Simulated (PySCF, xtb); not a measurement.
SiFCl, SMILES [Si](F)Cl (connectivity only; charge and spin as stated), neutral, multiplicity 1.

Harmonic wavenumbers (cm⁻¹) from GFN2-xTB in xtb 6.7.1 at its own minimum, in rising order: 244, 472, 734.

**Question.** What does PySCF with PBE0-D3(BJ)/def2-TZVP give at its own minimum? (Estimate from the structure and the level; the computed values follow.)

**Answer.** 262, 523, 858. Paired by order, the mean absolute difference is 64 cm⁻¹ and the zero-point energies are 2.1 and 2.3 kcal/mol.
